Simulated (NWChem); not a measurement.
System: BHOI₂; SMILES OB(I)I

Input file for NWChem:

```
start job
memory heap 200 mb stack 900 mb global 1100 mb
geometry units angstroms noautoz
  B      0.845065     0.042320     0.000000
  I     -0.162265    -1.857242     0.000000
  I     -0.261869     1.864924     0.000000
  O      2.176960     0.116940     0.000000
  H      2.623321    -0.739534     0.000000
end
basis spherical
  * library def2-svp
end
ecp
  I library def2-ecp
end
dft
  xc xpbe96 cpbe96
  iterations 150
  vectors input atomic output neutral.movecs
end
task dft energy
charge 1
dft
  odft
  mult 2
  vectors input atomic output cation.movecs
end
task dft energy
```

The geometry was optimised at PBE0/def2-SVP. No frequency run checked for a minimum. def2 effective core potentials on I; no spin-orbit coupling.

Ions are spin-unrestricted doublets at the neutral geometry; other ion states weren't tried.

### Question
Predict the main results of this run. (PBE/def2-SVP with def2 effective core potentials on I, vertical spin-unrestricted ions.) Quantities: vertical ionisation energy, ΔSCF (eV); −ε(HOMO) (eV).

### Answer
| Item | Value |
|---|---|
| vertical ionisation energy, ΔSCF (eV) | 9.06 |
| −ε(HOMO) (eV) | 6.20 |
